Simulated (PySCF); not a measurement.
thiourea (CH4N2S), SMILES C(N)(N)=S.

Geometry: PBE-D3(BJ)/def2-SVP. One conformer was computed; it need not be the lowest.

Method: CAM-B3LYP/def2-TZVPD run with PySCF.

Symmetry labels are those of the subgroup C2 that the program uses (full group C2).

List the valence orbital energies around the gap with their symmetry. (The exact figures need the calculation; the answer reports its results.)


| orbital | symmetry | energy (eV) |
|---|---|---|
| HOMO−7 | B | -17.14 |
| HOMO−6 | A | -16.69 |
| HOMO−5 | B | -14.98 |
| HOMO−4 | B | -13.28 |
| HOMO−3 | A | -11.92 |
| HOMO−2 | A | -9.84 |
| HOMO−1 | B | -7.76 |
| HOMO | B | -7.46 |
| LUMO | A | 0.41 |
| LUMO+1 | B | 0.43 |
| LUMO+2 | B | 1.35 |
| LUMO+3 | A | 1.52 |
